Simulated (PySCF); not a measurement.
PySCF input (M06-2X/def2-TZVPD):

```python
from pyscf import gto, scf, dft

mol = gto.M(
    atom='''
    C    -2.29442262   -0.25118923   -0.06811661
    C    -0.88478297    0.32187421   -0.17788405
    C     0.18262404   -0.67248626    0.25615442
    C     1.59628308   -0.16680473    0.17106325
    O     1.91635823    0.93122581   -0.20432106
    H    -2.41174289   -1.13901065   -0.69443671
    H    -3.04163400    0.47833697   -0.38406558
    H    -2.52644178   -0.53997002    0.96000817
    H    -0.79692319    1.22553665    0.42908523
    H    -0.68363692    0.63387378   -1.20498355
    H     0.02375879   -1.00434280    1.29108168
    H     0.13676513   -1.59454366   -0.33894931
    H     2.37077985   -0.89805065    0.48952652
    ''',
    basis='def2-tzvpd',
    charge=0,
    spin=0,
    verbose=4,
)

mf = dft.RKS(mol, xc='m062x').density_fit(auxbasis='def2-universal-jkfit')
mf.grids.level = 4
mf.conv_tol = 1e-9
mf.max_cycle = 100
mf.max_memory = 1500
mf.kernel()
if not mf.converged:
    mf = mf.newton()
    mf.kernel(mf.make_rdm1())
mf.analyze()
```

Output:

```
PySCF version 2.14.0

[INPUT] verbose = 4
[INPUT] num. atoms = 13
[INPUT] num. electrons = 40
[INPUT] charge = 0
[INPUT] spin (= nelec alpha-beta = 2S) = 0
[INPUT] symmetry False subgroup None
[INPUT] Mole.unit = angstrom
[INPUT] Symbol           X                Y                Z      unit          X                Y                Z       unit  Magmom
[INPUT]  1 C     -2.294422620000  -0.251189230000  -0.068116610000 AA   -4.335830365807  -0.474678850140  -0.128721737434 Bohr   0.0
[INPUT]  2 C     -0.884782970000   0.321874210000  -0.177884050000 AA   -1.671997492979   0.608254103461  -0.336152136428 Bohr   0.0
[INPUT]  3 C      0.182624040000  -0.672486260000   0.256154420000 AA    0.345109419362  -1.270814853933   0.484061699397 Bohr   0.0
[INPUT]  4 C      1.596283080000  -0.166804730000   0.171063250000 AA    3.016537838477  -0.315215255982   0.323262692478 Bohr   0.0
[INPUT]  5 O      1.916358230000   0.931225810000  -0.204321060000 AA    3.621392211256   1.759761741026  -0.386110844881 Bohr   0.0
[INPUT]  6 H     -2.411742890000  -1.139010650000  -0.694436710000 AA   -4.557533544967  -2.152418181463  -1.312295192744 Bohr   0.0
[INPUT]  7 H     -3.041634000000   0.478336970000  -0.384065580000 AA   -5.747855231165   0.903925868554  -0.725778760072 Bohr   0.0
[INPUT]  8 H     -2.526441780000  -0.539970020000   0.960008170000 AA   -4.774283033859  -1.020395453276   1.814152518645 Bohr   0.0
[INPUT]  9 H     -0.796923190000   1.225536650000   0.429085230000 AA   -1.505966571415   2.315928624117   0.810853568796 Bohr   0.0
[INPUT] 10 H     -0.683636920000   0.633873780000  -1.204983550000 AA   -1.291886547441   1.197847841743  -2.277088894106 Bohr   0.0
[INPUT] 11 H      0.023758790000  -1.004342800000   1.291081680000 AA    0.044897606151  -1.897932827179   2.439790779643 Bohr   0.0
[INPUT] 12 H      0.136765130000  -1.594543660000  -0.338949310000 AA    0.258448639091  -3.013250811062  -0.640521366010 Bohr   0.0
[INPUT] 13 H      2.370779850000  -0.898050650000   0.489526520000 AA    4.480124618137  -1.697069774488   0.925071053511 Bohr   0.0

nuclear repulsion = 172.133167199919
number of shells = 106
number of NR pGTOs = 351
number of NR cGTOs = 260
basis = def2-tzvpd
ecp = {}

******** <class 'pyscf.df.df_jk.DFRKS'> ********
method = DFRKS
initial guess = minao
damping factor = 0
level_shift factor = 0
DIIS = <class 'pyscf.scf.diis.CDIIS'>
diis_start_cycle = 1
diis_space = 8
diis_damp = 0
SCF conv_tol = 1e-09
SCF conv_tol_grad = None
SCF max_cycles = 100
direct_scf = False
XC library pyscf.dft.libxc version 7.1.2
    S. Lehtola, C. Steigemann, M. J. T. Oliveira, and M. A. L. Marques,  SoftwareX 7, 1–5 (2018)
XC functionals = m062x
    Y. Zhao and D. G. Truhlar,  Theor. Chem. Acc. 120, 215 (2008)
    Y. Zhao and D. G. Truhlar,  Theor. Chem. Acc. 120, 215 (2008)
radial grids:
    Treutler-Ahlrichs [JCP 102, 346 (1995); DOI:10.1063/1.469408] (M4) radial grids

becke partition: Becke, JCP 88, 2547 (1988); DOI:10.1063/1.454033
pruning grids: <function nwchem_prune>
grids dens level: 4
symmetrized grids: False
atomic radii adjust function: <function treutler_atomic_radii_adjust>
small_rho_cutoff = 0
Set gradient conv threshold to 3.16228e-05
Initial guess from minao.
[...]
cycle= 10 E= -232.436274003054  delta_E= -8.6e-10  |g|= 1.45e-05  |ddm|= 0.000113
  HOMO = -0.331199287858844  LUMO = 0.0139327259757668  gap/eV = 9.39152
Extra cycle  E= -232.43627400306  delta_E= -5.85e-12  |g|= 1.44e-05  |ddm|= 4.21e-05
converged SCF energy = -232.43627400306
**** SCF Summaries ****
Total Energy =                        -232.436274003060134
Nuclear Repulsion Energy =             172.133167199919399
One-electron Energy =                 -654.481591866776171
Two-electron Energy =                  249.912150663796609
Two-electron Coulomb Energy =          283.090507670270995
DFT Exchange-Correlation Energy =      -33.178357006474378
HOMO-LUMO gap [eV] =                     9.391520456313579
**** MO energy ****
MO #1   energy= -19.6299808472085  occ= 2
MO #2   energy= -10.6306437742958  occ= 2
MO #3   energy= -10.5505883148472  occ= 2
MO #4   energy= -10.5377556743215  occ= 2
MO #5   energy= -10.5293812116862  occ= 2
MO #6   energy= -1.17725991511     occ= 2
MO #7   energy= -0.904109438518795 occ= 2
MO #8   energy= -0.816012659671671 occ= 2
MO #9   energy= -0.708594376239105 occ= 2
MO #10  energy= -0.642016397231579 occ= 2
MO #11  energy= -0.564700905784507 occ= 2
MO #12  energy= -0.553205859539915 occ= 2
MO #13  energy= -0.528527296261256 occ= 2
MO #14  energy= -0.486716157483988 occ= 2
MO #15  energy= -0.478001895385197 occ= 2
MO #16  energy= -0.435233809045455 occ= 2
MO #17  energy= -0.429768037784087 occ= 2
MO #18  energy= -0.409650342449822 occ= 2
MO #19  energy= -0.398915173802133 occ= 2
MO #20  energy= -0.331199287858844 occ= 2
MO #21  energy= 0.0139327259757668 occ= 0
MO #22  energy= 0.016280732621393  occ= 0
MO #23  energy= 0.0290279448870321 occ= 0
MO #24  energy= 0.0355198912426578 occ= 0
MO #25  energy= 0.054312032470786  occ= 0
MO #26  energy= 0.0585892439899423 occ= 0
MO #27  energy= 0.0810549362196596 occ= 0
MO #28  energy= 0.0888339864927935 occ= 0
MO #29  energy= 0.0926826402246139 occ= 0
MO #30  energy= 0.105658457472006  occ= 0
MO #31  energy= 0.107972217511908  occ= 0
MO #32  energy= 0.119778948388024  occ= 0
MO #33  energy= 0.132894314329881  occ= 0
MO #34  energy= 0.136592425804714  occ= 0
MO #35  energy= 0.165722864973562  occ= 0
MO #36  energy= 0.168239777402005  occ= 0
MO #37  energy= 0.177615955969072  occ= 0
MO #38  energy= 0.193628038584205  occ= 0
MO #39  energy= 0.194440816664792  occ= 0
MO #40  energy= 0.20302346084777   occ= 0
MO #41  energy= 0.213346798904909  occ= 0
MO #42  energy= 0.221672372796576  occ= 0
MO #43  energy= 0.22879201259819   occ= 0
MO #44  energy= 0.233349582727182  occ= 0
MO #45  energy= 0.233752623856487  occ= 0
MO #46  energy= 0.237998877446682  occ= 0
MO #47  energy= 0.24835112762271   occ= 0
MO #48  energy= 0.271355794539036  occ= 0
MO #49  energy= 0.277675121177399  occ= 0
MO #50  energy= 0.284987624015866  occ= 0
MO #51  energy= 0.291904901527222  occ= 0
MO #52  energy= 0.292977306698579  occ= 0
MO #53  energy= 0.297220386955659  occ= 0
MO #54  energy= 0.301276268049485  occ= 0
MO #55  energy= 0.309438037584941  occ= 0
MO #56  energy= 0.311960499093661  occ= 0
MO #57  energy= 0.317727302001707  occ= 0
MO #58  energy= 0.323255354106224  occ= 0
MO #59  energy= 0.324789281142121  occ= 0
MO #60  energy= 0.340947944454241  occ= 0
MO #61  energy= 0.353797218174059  occ= 0
MO #62  energy= 0.355538368397228  occ= 0
MO #63  energy= 0.359657353057887  occ= 0
MO #64  energy= 0.368378303565182  occ= 0
MO #65  energy= 0.378532031597269  occ= 0
MO #66  energy= 0.378766891510728  occ= 0
MO #67  energy= 0.38779032125347   occ= 0
MO #68  energy= 0.406607371459763  occ= 0
MO #69  energy= 0.416055980979557  occ= 0
MO #70  energy= 0.419671123469783  occ= 0
MO #71  energy= 0.420158899432611  occ= 0
MO #72  energy= 0.434441915675692  occ= 0
MO #73  energy= 0.436798355112461  occ= 0
MO #74  energy= 0.444945751799017  occ= 0
MO #75  energy= 0.458034574576102  occ= 0
MO #76  energy= 0.459707664235797  occ= 0
MO #77  energy= 0.472669592319166  occ= 0
MO #78  energy= 0.481149630569205  occ= 0
MO #79  energy= 0.495980346911046  occ= 0
MO #80  energy= 0.506810969665644  occ= 0
MO #81  energy= 0.513564700072488  occ= 0
MO #82  energy= 0.518153547263972  occ= 0
MO #83  energy= 0.529974173713243  occ= 0
MO #84  energy= 0.539276148434221  occ= 0
MO #85  energy= 0.554024364980505  occ= 0
MO #86  energy= 0.562860121673293  occ= 0
MO #87  energy= 0.565539138938015  occ= 0
MO #88  energy= 0.584975942012453  occ= 0
MO #89  energy= 0.596519104402743  occ= 0
MO #90  energy= 0.618003883262735  occ= 0
MO #91  energy= 0.628127728278304  occ= 0
MO #92  energy= 0.642218065507892  occ= 0
MO #93  energy= 0.646218529920407  occ= 0
MO #94  energy= 0.675797079377004  occ= 0
MO #95  energy= 0.684538172696523  occ= 0
MO #96  energy= 0.685657967562418  occ= 0
MO #97  energy= 0.694751281103164  occ= 0
MO #98  energy= 0.696378403673233  occ= 0
MO #99  energy= 0.714052822700158  occ= 0
MO #100 energy= 0.715978455074024  occ= 0
MO #101 energy= 0.718941298679039  occ= 0
MO #102 energy= 0.734596289435772  occ= 0
MO #103 energy= 0.745537033440344  occ= 0
MO #104 energy= 0.751552371297627  occ= 0
MO #105 energy= 0.759339827153546  occ= 0
MO #106 energy= 0.763695720734025  occ= 0
MO #107 energy= 0.777187827108307  occ= 0
[...]
```
